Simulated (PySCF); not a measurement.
C5H5F3O.
Geometry (GFN2-xTB, Å), atoms numbered from 1 in this order:
```
atom  x, y, z in Å
C1    -2.510    0.315    0.170
C2    -1.338   -0.527   -0.229
O3    -1.411   -1.620   -0.729
C4    -0.003    0.096    0.041
F5    -0.040    1.317    0.605
C6     1.156   -0.491   -0.244
C7     2.496    0.121    0.026
F8     3.215   -0.671    0.859
F9     3.214    0.209   -1.121
H10   -2.473    1.269   -0.355
H11   -3.436   -0.202   -0.061
H12   -2.457    0.528    1.237
H13    1.146   -1.472   -0.695
H14    2.441    1.126    0.472
```

Theory: TDDFT CAM-B3LYP/def2-SVPD, vertical, gas phase, core orbitals frozen in the response in PySCF.

Ground-to-excited transition dipoles (e·a0, same axes as the geometry; the sign carries no meaning), for the states with f of 0.002 or more among the lowest 7:

```
state  E (hartree)      μx      μy      μz
   S2       0.2136   1.474   0.034  -0.002
   S4       0.2848  -0.208   0.050   0.028
   S6       0.2899   0.006  -0.123   0.268
   S7       0.3008   0.354  -0.621  -0.289
```

Q: What oscillator strength does each state have?

A: f = (2/3) ΔE |μ|² with ΔE in hartree (27.2114 eV).

```json
{"state": "S2", "|μ|² (au)": "2.174", "|μ| (D)": "3.75", "f": "0.310"}
{"state": "S4", "|μ|² (au)": "0.047", "|μ| (D)": "0.55", "f": "0.009"}
{"state": "S6", "|μ|² (au)": "0.087", "|μ| (D)": "0.75", "f": "0.017"}
{"state": "S7", "|μ|² (au)": "0.595", "|μ| (D)": "1.96", "f": "0.119"}
```

Q: The point group is Cs. Which irreducible representation does each state belong to?

A: Polarised normal to the mirror plane, so A″: S6. Polarised in the mirror plane, so A′: S2, S4 and S7.

Q: Which bond between heavy atoms lies closest to the direction of the S2 transition dipole?

A: C6–C7 and C2–C4, at 25° from it; next C4–C6 at 31°.

Q: What angle do the transition dipoles of S6 and S7 make?

A: |cos θ| = |μa·μb| / (|μa| |μb|) = 0.00, so θ ≈ 90° (taken between 0 and 90°, since the signs are arbitrary).

Q: What peak molar absorption coefficient would the strongest computed level give as a lone Gaussian band 0.5 eV wide at half height?

A: ε(max) = 2.175×10⁸ f / FWHM, with the width in cm⁻¹. S2: 2.175×10⁸ × 0.3095 / 4033 ≈ 17000 L mol⁻¹ cm⁻¹.

One conformer stands for the species.
